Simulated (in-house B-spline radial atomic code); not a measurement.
Inner levels of praseodymium as electrons are removed. A shift is the extra binding of the orbital against the neutral atom ([Xe] 4f5/2(3) 6s2). The density at the nucleus is averaged over the nuclear charge. Computed with a radial B-spline atomic code at the basis-set limit: Dirac-Hartree-Fock, jj configuration that fills j = l - 1/2 first, finite nuclei.

A number in brackets counts the electrons of a j subshell.

| ion | configuration | shift of 1s1/2 (eV) | radius of 1s1/2 (bohr) | Σ<r²> (bohr²) | change of density at nucleus (bohr⁻³) |
| --- | --- | --- | --- | --- | --- |
| Pr37+ | [Ar] 3d3/2(4) | 1882.04 | 0.024087 | 0.90648 | -603.23 |
| Pr38+ | [Ar] 3d3/2(3) | 2012.58 | 0.024088 | 0.8363 | -372.41 |
| Pr39+ | [Ar] 3d3/2(2) | 2145.54 | 0.024088 | 0.76878 | -135.53 |
| Pr40+ | [Ar] 3d3/2(1) | 2280.92 | 0.024088 | 0.70379 | 107.41 |
| Pr41+ | [Ne] 3s2 3p6 | 2418.71 | 0.024089 | 0.64121 | 356.42 |
| Pr42+ | [Ne] 3s2 3p1/2(2) 3p3/2(3) | 2558.12 | 0.024086 | 0.56457 | 631.48 |
| Pr43+ | [Ne] 3s2 3p1/2(2) 3p3/2(2) | 2699.4 | 0.024083 | 0.48983 | 911.62 |
| Pr44+ | [Ne] 3s2 3p1/2(2) 3p3/2(1) | 2842.54 | 0.02408 | 0.41692 | 1196.87 |
| Pr45+ | [Ne] 3s2 3p1/2(2) | 2987.54 | 0.024076 | 0.34578 | 1487.24 |
| Pr46+ | [Ne] 3s2 3p1/2(1) | 3142.18 | 0.024072 | 0.28079 | 1587.58 |
| Pr47+ | [Ne] 3s2 | 3298.9 | 0.024068 | 0.21744 | 1686.6 |
| Pr48+ | [Ne] 3s1 | 3443.66 | 0.024066 | 0.14918 | -3869.72 |
| Pr49+ | [He] 2s2 2p6 | 3589.97 | 0.024065 | 0.082304 | -9566.85 |
| Pr50+ | [He] 2s2 2p1/2(2) 2p3/2(3) | 3936.58 | 0.024049 | 0.071445 | -8788.4 |
| Pr51+ | [He] 2s2 2p1/2(2) 2p3/2(2) | 4287.59 | 0.024033 | 0.060921 | -7996.65 |
| Pr52+ | [He] 2s2 2p1/2(2) 2p3/2(1) | 4643 | 0.024017 | 0.050719 | -7191.56 |
| Pr53+ | [He] 2s2 2p1/2(2) | 5002.81 | 0.024 | 0.040828 | -6373.06 |
| Pr54+ | [He] 2s2 2p1/2(1) | 5397.43 | 0.023978 | 0.032216 | -6241.99 |
| Pr55+ | [He] 2s2 | 5797.35 | 0.023956 | 0.023891 | -6128.48 |
| Pr56+ | [He] 2s1 | 6135.01 | 0.023953 | 0.012608 | -29362.6 |
| Pr57+ | 1s2 | 6475.71 | 0.023942 | 0.0015562 | -53134.8 |
| Pr58+ | 1s1 | 7551.4 | 0.023775 | 0.00076675 | -221425 |
